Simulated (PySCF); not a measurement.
**Working out the excitation energy of Ne⁺**

Ne⁺ [He] 2s2 2p5 (2P) → Ne⁺ [He] 2s1 2p6 (2S). All numbers are calculated (PySCF 2.14, the spin-free X2C one-electron Hamiltonian (Gaussian nucleus), in aug-cc-pCVTZ-DK (7s6p4d2f, 59 functions)). Frozen: 1s2. Energies in hartree (1 hartree = 27.21139 eV):

| part | Ne⁺ (lower) | Ne⁺ (upper) |
| --- | --- | --- |
| UHF | -127.947433 | -126.854359 |
| CCSD correlation | -0.218445 | -0.311548 |
| (T) | -0.002973 | -0.009802 |

Problem. What does Hartree-Fock give?

Solution. (-126.854359) − (-127.947433) = 1.093074 hartree = 29.744 eV.

Problem. What do CCSD and CCSD(T) give?

Solution. The CCSD correlation energies differ by -0.093103 hartree = -2.533 eV and the triples by -0.006829 hartree = -0.186 eV, so CCSD gives 27.211 eV and CCSD(T) 27.025 eV.

Measured between the centres of the two terms (NIST): 26.878 eV, so CCSD(T) (valence) is off by 0.147 eV.

What remains against the reference includes basis incompleteness, the frozen core and higher excitations.
